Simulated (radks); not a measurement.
Values are calculated unless marked as measured or tabulated.
Q: Ionisation of Sr33+, [He] 2s2 2p1, to Sr34+, [He] 2s2, under several functionals. Scalar-relativistic Kohn-Sham, spin-polarised, spherical densities, point nucleus; open shells are filled with parallel spins first (spin-orbit coupling, left out, can overturn this in heavy ions); a radial shooting solver on a logarithmic mesh with Libxc functionals. Known Delta-SCF values: Wu-Cohen GGA 4184.4 eV; LDA (Slater exchange, Perdew-Wang correlation) 4181.6 eV; PW91 4185.2 eV. What does SOGGA give, and what is its highest occupied eigenvalue?

A: 4181.8 eV by Delta-SCF; the 2p eigenvalue is -4104.8 eV. NIST: 4232 eV (semi-empirical).
